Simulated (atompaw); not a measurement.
Scattering properties, PAW (atompaw) potential for Au

```
Element                 : Au (Z = 79)
Generator               : atompaw 4.2.0.5
Type                    : PAW
Functional              : PBEsol
Relativity              : scalar-relativistic
Frozen core             : [Kr] 4d10
Valence charge          : 33
Reference configuration : 4f14 5s2 5p6 5d8 6s0 6p0 (charge +3)
Partial waves           : 5s (bound): rc 1.10 bohr; 6s (bound, empty): rc 1.85 bohr; 5p (bound): rc 1.85 bohr; 6p (bound, empty): rc 1.85 bohr; 5d (bound): rc 1.45 bohr; 5d channel at -2.25 Ry: rc 1.85 bohr; 4f (bound): rc 0.65 bohr; 4f channel at -8.05 Ry: rc 0.65 bohr
Local potential         : bessel scheme, radius 1.45 bohr
Core correction         : smooth core density matched at 1.15 bohr
Augmentation charge     : sinc compensation charge, radius 1.60 bohr; PAW radius 1.85 bohr; waves and projectors: custom rrkj gramschmidtortho
```

The phase is arctan(r·u′/u) with u = r·R(r), unwrapped; energies in Ry, scanned from -13 to 5 Ry. A pole is an energy at which the radial function vanishes at the test radius. The pseudo phase is shifted by a multiple of π to meet the all-electron one at the reference energy, and phase errors are pseudo minus all-electron; the curves can meet again beyond the range given. Levels narrower than the energy grid can be missing from the lists of poles.

| channel | radius (bohr) | reference energy (Ry) | poles, all-electron | poles, pseudo | unbroken range about the reference energy with phases within 0.05 rad | phase error 1 Ry above the reference energy (rad) |
| --- | --- | --- | --- | --- | --- | --- |
| s | 1.86 | -2.44 | -10.45, 4.87 | -10.45, 3.54 | below 3.6 | -0.010 |
| p | 1.86 | -1.73 | -6.54 | -6.54 | below 0.1 | -0.005 |
| d | 1.86 | -2.99 | -1.45 | -1.45 | below 3.5 | +0.000 |
| f | 1.86 | -8.66 | -8.66, 4.41 | -8.66, 4.82 | below 0.2 | -0.000 |

Phases in the s channel:

```json
{"E (Ry)": "-13.00", "all-electron": "1.364", "pseudo": "1.362"}
{"E (Ry)": "-12.04", "all-electron": "1.328", "pseudo": "1.326"}
{"E (Ry)": "-11.08", "all-electron": "1.115", "pseudo": "1.109"}
{"E (Ry)": "-10.12", "all-electron": "-1.673", "pseudo": "-1.674"}
{"E (Ry)": "-9.16", "all-electron": "-1.751", "pseudo": "-1.753"}
{"E (Ry)": "-8.20", "all-electron": "-1.788", "pseudo": "-1.791"}
{"E (Ry)": "-7.24", "all-electron": "-1.824", "pseudo": "-1.826"}
{"E (Ry)": "-6.28", "all-electron": "-1.866", "pseudo": "-1.869"}
{"E (Ry)": "-5.32", "all-electron": "-1.925", "pseudo": "-1.928"}
{"E (Ry)": "-4.36", "all-electron": "-2.018", "pseudo": "-2.020"}
{"E (Ry)": "-3.40", "all-electron": "-2.190", "pseudo": "-2.192"}
{"E (Ry)": "-2.44", "all-electron": "-2.589", "pseudo": "-2.589"}
{"E (Ry)": "-1.48", "all-electron": "-3.452", "pseudo": "-3.462"}
{"E (Ry)": "-0.52", "all-electron": "-4.122", "pseudo": "-4.141"}
{"E (Ry)": "0.44", "all-electron": "-4.395", "pseudo": "-4.419"}
{"E (Ry)": "1.40", "all-electron": "-4.526", "pseudo": "-4.554"}
{"E (Ry)": "2.36", "all-electron": "-4.602", "pseudo": "-4.637"}
{"E (Ry)": "3.32", "all-electron": "-4.654", "pseudo": "-4.699"}
{"E (Ry)": "4.28", "all-electron": "-4.692", "pseudo": "-4.755"}
```
